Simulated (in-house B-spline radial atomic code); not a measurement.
A calculation on Ba: its settings, and results tabulated from the run. Level of theory: Dirac-Kohn-Sham LDA VWN5, spherical fractional occupations, Fermi nucleus of rms radius 4.8378 fm, inside a hard spherical wall at 1.62 bohr; calculated with an all-electron radial atomic-structure program (B-spline basis).

Command:
```bash
python run_scf.py task.json out
```
Settings (nuclear radius in fm, mass in u):
```
Z                56
configuration    [Ar] 3d10 4s2 4p5 4d10 5s2 5p6 6s2 6d1
hamiltonian      dirac
method           lda,vwn
spin_polarised   False
nucleus          fermi
rms_radius       4.8378
atomic_mass      137.90525
speed_of_light   137.035999084
wall_radius      1.62
```

Output (hartree, bohr):
```
 radial grid: 57 intervals, B-splines of order 8, outer radius 1.62 bohr

 iter        energy (Eh)    residual
    1       -8037.358172    3.90e-01
    2       -8037.575936    3.74e-02
    3       -8037.592100    1.02e-02
    4       -8037.593281    3.01e-03
    5       -8037.593392    1.19e-03
    6       -8037.593407    2.52e-04
    7       -8037.593407    2.08e-06
    8       -8037.593407    1.02e-07

 total energy                     -8037.59341
 kinetic                            8918.3042
 electron-nucleus                 -20192.5038
 Hartree                            3437.6526
 exchange-correlation               -201.0463

 first-order corrections (not in the total)
   Gaunt                             7.4056
   retardation                      -0.7754
   frequency dependence             -0.0773
   self-energy                       5.0270
   Uehling                          -0.7181
   Wichmann-Kroll                    0.0181

 orbital      occ     eigenvalue          <r>       <r^2>       <1/r>       <r^4>     <1/r^2>       r_max    small
 1s1/2      2.000     -1359.6208    0.0256036 0.000890052     60.6372 2.08145e-06      8109.8     0.01644  4.27e-02
 2s1/2      2.000      -209.5237     0.109466   0.0141939     14.2265 0.000348049     969.596     0.09316  9.21e-03
 2p1/2      2.000      -197.0124    0.0920569   0.0104394     14.2172 0.000220199     311.152     0.07113  9.25e-03
 2p3/2      4.000      -183.0339     0.098061   0.0117145     12.9742 0.000270277     229.412     0.07621  8.73e-03
 3s1/2      2.000       -39.8087     0.293718   0.0987693     5.07967   0.0148658     197.114      0.2677  2.75e-03
 3p1/2      2.000       -34.5443      0.28376   0.0936558     4.99349   0.0140301      63.274      0.2543  2.69e-03
 3p3/2      4.000       -31.8799     0.295979    0.101673     4.68379   0.0164516     47.1196      0.2656  2.55e-03
 3d3/2      4.000       -22.5773     0.267371   0.0846947     4.54397   0.0131406     25.9904      0.2145  2.43e-03
 3d5/2      6.000       -22.0130     0.271227   0.0870137       4.465   0.0138156     24.9127      0.2177  2.39e-03
 4s1/2      2.000        -4.4195     0.695675    0.543623      2.0166    0.418189     42.0152      0.6413  7.69e-04
 4p1/2      1.667        -2.5621     0.718873    0.582242     1.91162    0.481445     13.0007      0.6578  7.09e-04
 4p3/2      3.333        -2.0513     0.743675    0.621009      1.8199    0.540259     9.80968      0.6847  6.69e-04
 4d3/2      4.000         1.0340      0.78975    0.700951     1.63476    0.684669     4.84588      0.7285  5.64e-04
 4d5/2      6.000         1.1225     0.796004    0.711172     1.61651    0.701581     4.67636      0.7372  5.57e-04
 5s1/2      2.000         5.1261        1.007     1.13525     1.47038     1.65682     28.4701       1.178  6.92e-04
 5p1/2      2.000         6.2266     0.995313     1.12206     1.49822     1.65383     10.0888       1.194  7.25e-04
 5p3/2      4.000         6.6564     0.992331     1.12003      1.4971     1.66365     8.27278       1.206  7.50e-04
 6s1/2      2.000        17.9883     0.953571     1.07135     1.74871     1.67633      44.016       1.364  1.28e-03
 6d3/2      0.400        21.1708     0.909736     1.00384     1.73735     1.55404      6.7927       1.375  1.28e-03
 6d5/2      0.600        21.3290     0.909567     1.00354     1.73102     1.55387     6.62293       1.376  1.29e-03
```

Time taken, with all properties: 0.6 s on 1 thread of x86-64 server CPU, on a shared host.

For the Dirac Hamiltonian the kinetic term is c α·p + (β - 1)c².
